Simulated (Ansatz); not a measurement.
Ansatz (a program for electronic structure) input:

Ansatz 0.2 input:
```yaml
crystal:
  periodic: [false, false, false]
  atoms:
    - {symbol: Pr, position_ang: [0.07786636, -0.07457454, -0.19443670]}
    - {symbol: Cl, position_ang: [-2.21148822, -1.17548621, -0.07704044]}
    - {symbol: Cl, position_ang: [0.03528394, 2.44103243, -0.56435709]}
    - {symbol: Cl, position_ang: [1.90596221, -1.00672870, 1.31620726]}
basis:
  gaussian:
    orbitals: def2-TZVP
hamiltonian:
  xc: {name: CAM-B3LYP}
magnetization: {spin_polarized: true, initial_magnetization: 2}
output: {forces: true}
```

What final total energy does it print?

-1897.87593 Eh (CAM-B3LYP/def2-TZVP). The basis has 204 functions.

The spin state was set by rule; other spins were not relaxed.
